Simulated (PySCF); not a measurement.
Input for PySCF: D3(BJ) and D4 dispersion corrections on BH5N2O (SMILES NB(N)O), a point of a torsion scan.

```python
from pyscf import gto
from pyscf.dispersion import dftd3, dftd4

mol = gto.M(
    atom='''
    N     0.90193225    0.87227458   -0.14740507
    B     0.03247623   -0.23404930    0.01822074
    N    -1.36524369   -0.05209445    0.00981678
    O     0.50884051   -1.52245032    0.10612896
    H     1.90229990    0.79741992   -0.14890589
    H     0.57667467    1.81729652   -0.22264590
    H    -1.81374827    0.81539200   -0.21459781
    H    -1.98692153   -0.83802050    0.03064837
    H     1.38258125   -1.58717638    0.48423943
    ''',
    basis='def2-svp',
    charge=0, spin=0, verbose=0, max_memory=1800)
d3, d4 = {}, {}
for xc in ['hf', 'pbe', 'blyp', 'revpbe', 'tpss', 'r2scan', 'b3lyp', 'pbe0', 'bhlyp', 'camb3lyp', 'b2plyp']:
    d3[xc] = float(dftd3.DFTD3Dispersion(mol, xc=xc, version='d3bj', atm=False).get_dispersion()['energy'])
    print(f'D3(BJ) {xc:10s} {d3[xc]:14.8f} Eh')
for xc in ['hf', 'pbe', 'blyp', 'revpbe', 'tpss', 'r2scan', 'b3lyp', 'pbe0', 'bhlyp', 'camb3lyp', 'b2plyp']:
    d4[xc] = float(dftd4.DFTD4Dispersion(mol, xc={'camb3lyp': 'cam-b3lyp'}.get(xc, xc), atm=True).get_dispersion()['energy'])
    print(f'D4     {xc:10s} {d4[xc]:14.8f} Eh')
```

It printed:

```
D3(BJ) hf            -0.04120390 Eh
D3(BJ) pbe           -0.00482983 Eh
D3(BJ) blyp          -0.00999307 Eh
D3(BJ) revpbe        -0.01274328 Eh
D3(BJ) tpss          -0.00593232 Eh
D3(BJ) r2scan        -0.00129623 Eh
D3(BJ) b3lyp         -0.00809737 Eh
D3(BJ) pbe0          -0.00402333 Eh
D3(BJ) bhlyp         -0.00611268 Eh
D3(BJ) camb3lyp      -0.00341875 Eh
D3(BJ) b2plyp        -0.00358997 Eh
D4     hf            -0.01810945 Eh
D4     pbe           -0.00450049 Eh
D4     blyp          -0.01032763 Eh
D4     revpbe        -0.01643985 Eh
D4     tpss          -0.00611445 Eh
D4     r2scan        -0.00109242 Eh
D4     b3lyp         -0.00721402 Eh
D4     pbe0          -0.00371483 Eh
D4     bhlyp         -0.00485708 Eh
D4     camb3lyp      -0.00366830 Eh
D4     b2plyp        -0.00312071 Eh
```

The run finished.

Cost: roughly 0.010 core-seconds.
